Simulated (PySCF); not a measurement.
A structure optimised at PBE-D3(BJ)/def2-SVP, used in a PySCF frequency run:

```
O
Si 1 1.6894
Ga 1 1.7710 2 133.05
F 3 1.7488 1 120.12 2 180.00
F 3 1.7549 4 118.04 1 180.00
H 2 1.5000 1 106.79 3 180.00
H 2 1.5048 6 109.71 1 120.16
H 2 1.5048 6 109.71 7 119.68
```
Charge 0, spin multiplicity 1.

Q: Write its SMILES, formula and point group.

A: [F][Ga]([F])[O][SiH3], F2GaH3OSi, Cs

Q: What are its rotational constants (standard atomic weights)?

A: 5.5257, 1.4448, 1.1613 GHz
